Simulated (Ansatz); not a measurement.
Cost and result for the atomization energy of C$_{3}$H$_{10}$AlN, SMILES `NCC[CH2][AlH2]` (15 atoms, 14 bonds).

```xyz
15

N     1.602    0.410   -1.618
C     0.603   -0.217   -0.796
C    -0.532    0.725   -0.435
C    -1.517    0.034    0.511
Al   -0.412   -0.770    1.924
H     2.035    1.191   -1.142
H     2.330   -0.234   -1.895
H     0.204   -1.088   -1.326
H     1.031   -0.630    0.162
H    -1.001    1.081   -1.358
H    -0.104    1.608    0.057
H    -2.246    0.752    0.900
H    -2.089   -0.730   -0.026
H    -0.438   -2.325    2.269
H     0.535    0.194    2.771
```

The species carries charge 0 and has multiplicity 1. Geometry: relaxed with PBE0-D4/def2-TZVP. It is one conformer, not always the lowest. Program: Ansatz. All runs use 4 threads of an Arm Neoverse V1 on a shared host. Times are those of one run each, without the atoms' runs, and a repeat can differ threefold. Electronic energies, without spin–orbit coupling; frozen cores. CCSD(T)/CBS adds CCSD(T) − MP2 in def2-TZVPP to the MP2 limit, and its time is that of the two runs behind it. T1 = 0.010. B3LYP takes the VWN-RPA correlation (the form of Gaussian; ORCA's B3LYP/G).

CCSD(T)/CBS is a level of theory with its own doubt, some kJ/mol a heavy atom from the limit and from the frozen cores, so smaller differences don't rank the functionals.

```tsv
level	functions	wall time
PBE-D4/def2-TZVPP (with forces)	306	3.7 s
PBE0-D4/def2-TZVPP	306	4.4 s
r2SCAN-D4/def2-TZVPP (with forces)	306	7 s
B3LYP-D4/def2-TZVPP (with forces)	306	7.5 s
B2PLYP/def2-TZVPP	306	8 s
ωB97X-V/def2-TZVPP	306	12 s
ωB97M-V/def2-TZVPP (with forces)	306	17 s
MP2/def2-QZVPP	598	39 s
CCSD(T)/def2-TZVPP	306	18 min
CCSD(T)/CBS(def2)	–	18 min
```

**Question.** What atomization energy does each give, and how far from CCSD(T)/CBS? (An estimate is asked.)

**Answer.** Computed: 
```tsv
level	atomization (kcal/mol)	difference from CCSD(T)/CBS	per bond
PBE-D4/def2-TZVPP (with forces)	1288.6	18.2	1.3
PBE0-D4/def2-TZVPP	1273.2	2.8	0.2
r2SCAN-D4/def2-TZVPP (with forces)	1270.3	-0.1	0.0
B3LYP-D4/def2-TZVPP (with forces)	1272.3	1.9	0.1
B2PLYP/def2-TZVPP	1256.4	-14.0	-1.0
ωB97X-V/def2-TZVPP	1274.7	4.3	0.3
ωB97M-V/def2-TZVPP (with forces)	1274.9	4.5	0.3
MP2/def2-QZVPP	1265.6	-4.8	-0.3
CCSD(T)/def2-TZVPP	1239.6	-30.8	-2.2
CCSD(T)/CBS(def2)	1270.4	0.0	0.0
```

From PBE to PBE0 (25 % exact exchange), in def2-TZVPP and without D4, the atomization energy moves by −14.4 kcal/mol: exact exchange takes away binding that semilocal exchange gives to molecules. In def2-TZVPP, CCSD(T) changes the Hartree–Fock value by +306.4 kcal/mol (the triples alone add +15.3 kcal/mol) and MP2 by +314.1 kcal/mol; breaking electron pairs costs correlation energy, which Hartree–Fock lacks. The D4 term adds +10.9 kcal/mol with B3LYP and +5.8 kcal/mol with PBE0; it sums over pairs of atoms, weighted by their polarisabilities, and B3LYP, whose exchange is more repulsive, gets the larger term.
